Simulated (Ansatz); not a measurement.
Relaxation of GaH8PSi (11 atoms, charge 0, multiplicity 1), to a largest force component of 0.03 eV/Å in at most 50 steps.

Level of theory: Ansatz, RKS PBE0-D4/def2-SVP.

```xyz
11
Properties=species:S:1:pos:R:3:forces:R:3
Ga -1.061 -0.811 -1.134 0.13 -0.41 0.04
Si 1.566 -0.126 1.269 0.26 -0.84 0.21
H -0.216 -1.491 -2.282 -0.08 0.05 0.05
H -2.018 -1.665 -0.225 0.01 0.01 0.01
H 1.007 1.189 1.034 -0.20 0.74 0.01
P -0.846 1.470 -0.895 -0.25 0.42 -0.19
H 2.868 -0.292 0.566 0.03 0.02 -0.02
H 1.729 -0.403 2.732 -0.03 -0.01 -0.11
H 0.605 -1.144 0.696 0.01 0.04 -0.01
H -1.806 1.583 0.160 0.02 0.00 -0.02
H -1.829 1.692 -1.923 0.10 0.00 0.04
```

Q: Where does it end, and by what steps?

A: It converged. After 19 steps the energy has fallen by 0.203 eV; H8 moved furthest, 1.17 Å.

```json
{"step": "0", "energy less start (eV)": "0.0000", "largest force component (eV/Å)": "0.843", "accepted": "yes"}
{"step": "1", "energy less start (eV)": "-0.0454", "largest force component (eV/Å)": "0.213", "accepted": "yes"}
{"step": "2", "energy less start (eV)": "-0.0713", "largest force component (eV/Å)": "0.071", "accepted": "yes"}
{"step": "3", "energy less start (eV)": "-0.0982", "largest force component (eV/Å)": "0.380", "accepted": "yes"}
{"step": "4", "energy less start (eV)": "-0.1149", "largest force component (eV/Å)": "0.221", "accepted": "yes"}
{"step": "5", "energy less start (eV)": "-0.1284", "largest force component (eV/Å)": "0.125", "accepted": "yes"}
{"step": "6", "energy less start (eV)": "-0.1448", "largest force component (eV/Å)": "0.139", "accepted": "yes"}
{"step": "7", "energy less start (eV)": "-0.1419", "largest force component (eV/Å)": "0.301", "accepted": "no"}
{"step": "8", "energy less start (eV)": "-0.1530", "largest force component (eV/Å)": "0.054", "accepted": "yes"}
{"step": "9", "energy less start (eV)": "-0.1580", "largest force component (eV/Å)": "0.093", "accepted": "yes"}
{"step": "10", "energy less start (eV)": "-0.1589", "largest force component (eV/Å)": "0.258", "accepted": "yes"}
{"step": "11", "energy less start (eV)": "-0.1661", "largest force component (eV/Å)": "0.125", "accepted": "yes"}
{"step": "12", "energy less start (eV)": "-0.1738", "largest force component (eV/Å)": "0.103", "accepted": "yes"}
{"step": "13", "energy less start (eV)": "-0.1826", "largest force component (eV/Å)": "0.162", "accepted": "yes"}
{"step": "14", "energy less start (eV)": "-0.1899", "largest force component (eV/Å)": "0.243", "accepted": "yes"}
{"step": "15", "energy less start (eV)": "-0.1973", "largest force component (eV/Å)": "0.171", "accepted": "yes"}
{"step": "16", "energy less start (eV)": "-0.1938", "largest force component (eV/Å)": "0.179", "accepted": "no"}
{"step": "17", "energy less start (eV)": "-0.2008", "largest force component (eV/Å)": "0.047", "accepted": "yes"}
{"step": "18", "energy less start (eV)": "-0.2011", "largest force component (eV/Å)": "0.031", "accepted": "yes"}
{"step": "19", "energy less start (eV)": "-0.2027", "largest force component (eV/Å)": "0.029", "accepted": "yes"}
```

```xyz
11
Properties=species:S:1:pos:R:3
Ga -1.061 -0.799 -0.757
Si 1.525 -0.165 1.214
H -0.235 -1.632 -1.800
H -2.070 -1.465 0.244
H 0.877 0.877 2.053
P -0.902 1.528 -0.835
H 2.250 0.418 0.054
H 2.429 -1.030 2.028
H 0.444 -1.089 0.693
H -2.297 1.755 -0.635
H -0.960 1.602 -2.260
```

Whether the end is a true minimum wasn't checked by a vibrational analysis.

Time of the run: 53 s on 2 threads of Intel(R) Xeon(R) Platinum 8488C (Sapphire Rapids), on a shared host, peak memory 0.27 GiB.
